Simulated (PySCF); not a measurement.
CH5BiO3, SMILES C[O][Bi]([OH])[OH]. Geometry optimised at PBE-D3(BJ)/def2-SVP. The structure was generated by enumeration; whether it is a known compound was not checked. The def2 effective core potentials stand for the cores of Bi; spin–orbit coupling is left out. The values are those of a single conformer.

Q: Give the equilibrium geometry at PBE-D3(BJ)/def2-SVP (PySCF confirms it by a frequency run) as a Z-matrix. (An estimate is asked for; the answer gives what the named calculation found.)

A: Several could match; the one computed here: 
```
O
C 1 1.4146
H 2 1.1135 1 109.19
H 2 1.1159 3 107.62 1 122.85
H 2 1.1172 3 107.37 4 115.68
Bi 1 2.1257 2 119.26 3 142.07
O 6 2.1184 1 98.19 2 -17.26
H 7 0.9818 6 104.14 1 87.70
O 6 2.1247 7 92.28 8 -8.67
H 9 0.9798 6 106.48 7 105.56
```
Charge 0, spin multiplicity 1.
